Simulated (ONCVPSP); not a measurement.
u(r) = r·R(r): atom against pseudo-atom (gadolinium (Gd))

Columns: radius, all-electron u(r) and pseudo u(r) of the 5p shell (level -27.26 eV) of gadolinium in the configuration [Kr] 4d10 4f7 5s2 5p6 5d1 6s2; PBE, scalar-relativistic, ONCV scheme, ONCVPSP 4.0.1.

```json
{"r (bohr)": "0.160", "all-electron": "0.3029", "pseudo": "0.0274"}
{"r (bohr)": "0.320", "all-electron": "-0.1834", "pseudo": "0.1099"}
{"r (bohr)": "0.480", "all-electron": "-0.4703", "pseudo": "0.2407"}
{"r (bohr)": "0.640", "all-electron": "-0.1696", "pseudo": "0.3966"}
{"r (bohr)": "0.800", "all-electron": "0.2745", "pseudo": "0.5498"}
{"r (bohr)": "0.960", "all-electron": "0.6261", "pseudo": "0.6858"}
{"r (bohr)": "1.120", "all-electron": "0.8345", "pseudo": "0.8000"}
{"r (bohr)": "1.280", "all-electron": "0.9202", "pseudo": "0.8791"}
{"r (bohr)": "1.440", "all-electron": "0.9194", "pseudo": "0.9019"}
{"r (bohr)": "1.600", "all-electron": "0.8653", "pseudo": "0.8627"}
{"r (bohr)": "1.760", "all-electron": "0.7830", "pseudo": "0.7829"}
{"r (bohr)": "1.920", "all-electron": "0.6894", "pseudo": "0.6894"}
{"r (bohr)": "2.080", "all-electron": "0.5954", "pseudo": "0.5953"}
{"r (bohr)": "2.240", "all-electron": "0.5068", "pseudo": "0.5068"}
{"r (bohr)": "2.400", "all-electron": "0.4269", "pseudo": "0.4268"}
{"r (bohr)": "2.560", "all-electron": "0.3567", "pseudo": "0.3566"}
{"r (bohr)": "2.720", "all-electron": "0.2961", "pseudo": "0.2961"}
{"r (bohr)": "2.880", "all-electron": "0.2447", "pseudo": "0.2447"}
{"r (bohr)": "3.040", "all-electron": "0.2015", "pseudo": "0.2015"}
{"r (bohr)": "3.200", "all-electron": "0.1654", "pseudo": "0.1654"}
{"r (bohr)": "3.360", "all-electron": "0.1354", "pseudo": "0.1354"}
{"r (bohr)": "3.520", "all-electron": "0.1107", "pseudo": "0.1106"}
{"r (bohr)": "3.680", "all-electron": "0.0902", "pseudo": "0.0902"}
{"r (bohr)": "3.840", "all-electron": "0.0734", "pseudo": "0.0734"}
{"r (bohr)": "4.000", "all-electron": "0.0597", "pseudo": "0.0597"}
{"r (bohr)": "4.160", "all-electron": "0.0484", "pseudo": "0.0484"}
```

(1) How many radial nodes do the two functions have?

(2) At about which radius was the pseudo-wave matched?

(3) Where does each function peak?

(4) Is the pseudo-wave norm-conserving?

Answers

(1) The all-electron 5p function has n − l − 1 = 3 (the table is too coarse to show those close to the nucleus); the pseudo-wave has 0, since the states of the same l below it are removed with the core.

(2) 1.80 bohr, where the columns begin to agree (steps of 0.16 bohr).

(3) Outermost all-electron maximum near 1.28 bohr, pseudo maximum near 1.44 bohr (to the table’s step).

(4) Yes: the ONCV scheme keeps the norm inside the radius equal to the all-electron one, which fixes the energy derivative of the logarithmic derivative at the level.
